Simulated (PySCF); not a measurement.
SMILES C[Se]C1=C=CCCCCCC1, C$_{10}$H$_{16}$Se

Molfile (atoms numbered from 1):
```
C10H16Se
     RDKit          3D

 27 27  0  0  0  0  0  0  0  0999 V2000
    4.0886   -0.5472   -0.5043 C   0  0  0  0  0  0  0  0  0  0  0  0
    2.3551   -0.7008   -1.3714 Se  0  0  0  0  0  2  0  0  0  0  0  0
    1.2366   -0.4990    0.1735 C   0  0  0  0  0  0  0  0  0  0  0  0
    0.2834   -1.3803    0.3631 C   0  0  0  0  0  0  0  0  0  0  0  0
   -0.8302   -2.0633    0.4603 C   0  0  0  0  0  0  0  0  0  0  0  0
   -2.0711   -1.6612   -0.3010 C   0  0  0  0  0  0  0  0  0  0  0  0
   -1.9835   -0.3305   -1.0496 C   0  0  0  0  0  0  0  0  0  0  0  0
   -2.2362    0.9319   -0.2213 C   0  0  0  0  0  0  0  0  0  0  0  0
   -1.2645    1.2926    0.9055 C   0  0  0  0  0  0  0  0  0  0  0  0
    0.1503    1.7375    0.4839 C   0  0  0  0  0  0  0  0  0  0  0  0
    1.2781    0.8029    0.9376 C   0  0  0  0  0  0  0  0  0  0  0  0
    4.1800    0.4057    0.0345 H   0  0  0  0  0  0  0  0  0  0  0  0
    4.8413   -0.5753   -1.3046 H   0  0  0  0  0  0  0  0  0  0  0  0
    4.2522   -1.3891    0.1811 H   0  0  0  0  0  0  0  0  0  0  0  0
   -0.8884   -2.9509    1.1028 H   0  0  0  0  0  0  0  0  0  0  0  0
   -2.3095   -2.4710   -1.0143 H   0  0  0  0  0  0  0  0  0  0  0  0
   -2.9227   -1.6402    0.4044 H   0  0  0  0  0  0  0  0  0  0  0  0
   -1.0096   -0.2654   -1.5643 H   0  0  0  0  0  0  0  0  0  0  0  0
   -2.7395   -0.3451   -1.8515 H   0  0  0  0  0  0  0  0  0  0  0  0
   -3.2469    0.8500    0.2174 H   0  0  0  0  0  0  0  0  0  0  0  0
   -2.2891    1.7878   -0.9177 H   0  0  0  0  0  0  0  0  0  0  0  0
   -1.7307    2.1130    1.4754 H   0  0  0  0  0  0  0  0  0  0  0  0
   -1.1963    0.4531    1.6161 H   0  0  0  0  0  0  0  0  0  0  0  0
    0.2104    1.8397   -0.6137 H   0  0  0  0  0  0  0  0  0  0  0  0
    0.3555    2.7430    0.8867 H   0  0  0  0  0  0  0  0  0  0  0  0
    2.2506    1.2956    0.7874 H   0  0  0  0  0  0  0  0  0  0  0  0
    1.1872    0.6043    2.0186 H   0  0  0  0  0  0  0  0  0  0  0  0
  1  2  1  0
  2  3  1  0
  3  4  2  0
  4  5  2  0
  5  6  1  0
  6  7  1  0
  7  8  1  0
  8  9  1  0
  9 10  1  0
 10 11  1  0
 11  3  1  0
  1 12  1  0
  1 13  1  0
  1 14  1  0
  5 15  1  0
  6 16  1  0
  6 17  1  0
  7 18  1  0
  7 19  1  0
  8 20  1  0
  8 21  1  0
  9 22  1  0
  9 23  1  0
 10 24  1  0
 10 25  1  0
 11 26  1  0
 11 27  1  0
M  END
```

Theory: PySCF, TDDFT CAM-B3LYP/def2-SVP circular dichroism and optical rotation, one conformer, gas phase. Geometry: PBE0-D3(BJ)/def2-SVP.

The calculation is non-relativistic, which matters for the atoms heavier than Zn. States above about 7.1 eV (minus the energy of the highest occupied orbital) lie near or above the ionisation threshold and depend on the basis. No stereocentre is labelled: unless the shape is locked (an allene, a helicene, a hindered biaryl), the mirror image is equally populated and a measured rotation or CD is zero.

Problem. Draw the ECD and absorption spectra from the lowest 12 states, each a Gaussian of half-width 0.35 eV at 1/e height.

Solution. 
| E (eV) | λ (nm) | Δε (L mol⁻¹ cm⁻¹) | ε (L mol⁻¹ cm⁻¹) |
| --- | --- | --- | --- |
| 4.26 | 291 | +0.34 | 185 |
| 4.36 | 284 | +0.70 | 386 |
| 4.46 | 278 | +1.22 | 684 |
| 4.56 | 272 | +1.80 | 1030 |
| 4.66 | 266 | +2.19 | 1320 |
| 4.76 | 260 | +2.13 | 1440 |
| 4.86 | 255 | +1.51 | 1340 |
| 4.96 | 250 | +0.48 | 1070 |
| 5.06 | 245 | -0.56 | 749 |
| 5.16 | 240 | -1.18 | 476 |
| 5.26 | 236 | -1.22 | 305 |
| 5.36 | 231 | -1.04 | 246 |
| 5.46 | 227 | -1.43 | 300 |
| 5.56 | 223 | -3.23 | 473 |
| 5.66 | 219 | -6.77 | 763 |
| 5.76 | 215 | -11.43 | 1120 |
| 5.86 | 212 | -15.75 | 1430 |
| 5.96 | 208 | -18.20 | 1590 |
| 6.06 | 205 | -18.19 | 1580 |
| 6.16 | 201 | -16.84 | 1590 |
| 6.26 | 198 | -16.94 | 2100 |
| 6.36 | 195 | -22.49 | 3830 |
| 6.46 | 192 | -37.48 | 7670 |
| 6.56 | 189 | -63.85 | 14200 |
| 6.66 | 186 | -98.47 | 22800 |
| 6.76 | 183 | -131.65 | 31600 |
| 6.86 | 181 | -149.88 | 37400 |
| 6.96 | 178 | -142.66 | 38100 |
| 7.06 | 176 | -108.70 | 33900 |
| 7.16 | 173 | -56.49 | 27000 |
| 7.26 | 171 | +0.77 | 20600 |
| 7.36 | 168 | +50.89 | 16400 |
| 7.46 | 166 | +85.69 | 14000 |
| 7.56 | 164 | +101.56 | 12400 |
| 7.66 | 162 | +99.44 | 10400 |

Δε uses R in velocity form, ε uses f in length form. Only the states computed contribute, so the short-wavelength end is incomplete.
